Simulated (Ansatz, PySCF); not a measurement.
This PySCF input computes a PBE/def2-TZVPD energy:

```python
from pyscf import gto, scf, dft

mol = gto.M(
    atom='''
    Sr    0.29501425   -0.11245517   -0.18468336
    F    -0.86562395    1.63285047   -0.84768634
    F    -0.37999178   -1.15803974    1.62746054
    ''',
    basis='def2-tzvpd',
    ecp='def2-tzvp',
    charge=-1,
    spin=1,
    verbose=4,
)

mf = dft.UKS(mol, xc='pbe').density_fit(auxbasis='def2-universal-jkfit')
mf.grids.level = 3
mf.conv_tol = 1e-9
mf.max_cycle = 100
mf.max_memory = 1500
mf.kernel()
if not mf.converged:
    mf = mf.newton()
    mf.kernel(mf.make_rdm1())
for _ in range(2):
    mo, _, stable, _ = mf.stability(return_status=True)
    if stable:
        break
    mf.kernel(mf.make_rdm1(mo, mf.mo_occ))
mf.analyze()
```

### Question
Write an input for the same energy in Ansatz (a quantum-chemistry and plane-wave program) and say what it gives.

### Answer

Ansatz 0.2 input:
```yaml
crystal:
  periodic: [false, false, false]
  atoms:
    - {symbol: Sr, position_ang: [0.29501425, -0.11245517, -0.18468336]}
    - {symbol: F, position_ang: [-0.86562395, 1.63285047, -0.84768634]}
    - {symbol: F, position_ang: [-0.37999178, -1.15803974, 1.62746054]}
basis:
  gaussian:
    orbitals: def2-TZVPD
hamiltonian:
  xc: {name: PBE}
total_charge: -1
magnetization: {spin_polarized: true, initial_magnetization: 1}
output: {forces: true}
```
It gives -230.48494 Eh, and PySCF -230.48503 Eh, a difference of 0.09 mEh, from the treatment of integrals and grids.
